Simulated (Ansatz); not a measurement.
Isolated molecules relaxed with PBE0-D4/def2-TZVP in Ansatz; ΔE leaves out vibrations. CBS: MP2 limit from def2 TZ/QZ plus the TZ coupled-cluster correction, frozen cores. For Br, Ge outer-core shells are correlated without core-valence functions, which leaves a few kJ/mol of doubt a bond. Scalar relativity is left out up to krypton. One conformer a species, not always the lowest.

Reaction (redistribution): `O[SiH]([SiH3])Cl` + `F[CH]([GeH3])Br` → `O[SiH](Cl)Br` + `F[CH]([SiH3])[GeH3]`

| level | ΔE (kJ/mol) |
| --- | --- |
| CCSD(T)/def2-TZVPP | -136.9 |
| MP2/def2-QZVPP | -149.8 |

Q: What does CCSD(T)/CBS give? (Best estimate.)

A: Ansatz gave: -142.7 kJ/mol. The listed levels differ from it by 5.8, -7.1 kJ/mol.

Largest T1 diagnostic among the species: 0.012.

From PBE to PBE0 (25 % exact exchange), in def2-TZVPP and without D4, ΔE moves by −9.2 kJ/mol. In def2-TZVPP, CCSD(T) changes the Hartree–Fock value by +12.4 kJ/mol (the triples alone add +2.4 kJ/mol) and MP2 by +3.1 kJ/mol.
